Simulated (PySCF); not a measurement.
## Basis and Hamiltonian dependence of the ionisation energy of Fe

Fe [Ar] 3d6 4s2 (5D) → Fe⁺ [Ar] 3d6 4s1 (6D). Calculated with PySCF 2.14 from differences of total energies of unrestricted determinants, without spin-orbit coupling. Values in eV.

```csv
basis,Hamiltonian,functions,UHF,LDA,PBE0,MP2 (valence),CCSD(T) (valence),CCSD(T) (valence and next inner shell)
def2-SVP,non-relativistic,31,6.311,7.905,n/a,6.993,n/a,n/a
x2c-SVPall,spin-free X2C,36,6.434,n/a,7.699,7.221,n/a,n/a
jorge-DZP-DKH,spin-free X2C,43,6.342,7.931,n/a,7.079,n/a,n/a
cc-pVDZ-DK,spin-free X2C,43,6.440,n/a,n/a,7.395,n/a,n/a
pcseg-2,non-relativistic,56,6.370,n/a,7.534,7.348,n/a,n/a
aug-cc-pVDZ,non-relativistic,59,6.369,8.023,7.537,7.394,7.678,n/a
ANO-RCC-VTZP,spin-free X2C,59,6.440,8.216,7.680,7.437,7.731,7.778
def2-TZVPPD,non-relativistic,67,6.368,8.057,7.567,7.352,7.643,7.681
"x2c-TZVPPall with one added diffuse shell each of s, p, d, f type",spin-free X2C,80,6.436,8.163,7.658,7.514,7.789,7.834
dyall-ae2z,spin-free X2C,92,6.433,n/a,n/a,n/a,n/a,7.788
aug-cc-pVTZ,non-relativistic,93,6.363,8.034,7.541,7.446,7.722,n/a
aug-cc-pVTZ-DK,spin-free X2C,93,6.432,8.142,7.635,7.539,7.815,n/a
x2c-QZVPPall,spin-free X2C,103,6.430,8.130,7.626,7.534,n/a,n/a
```

Question: Estimate the row for def2-TZVP (non-relativistic, 45 functions).

Answer: From the rows with the same Hamiltonian and similar size; the calculation gives UHF 6.37; MP2 (valence) 7.23 (eV).

Frozen in the all-electron rows: valence: [Ar]; valence and next inner shell: [Ne].

Non-relativistic rows lack the scalar-relativistic shift.

Reference for a calculation without spin-orbit coupling: 7.904 eV (measured, between term centres; NIST).
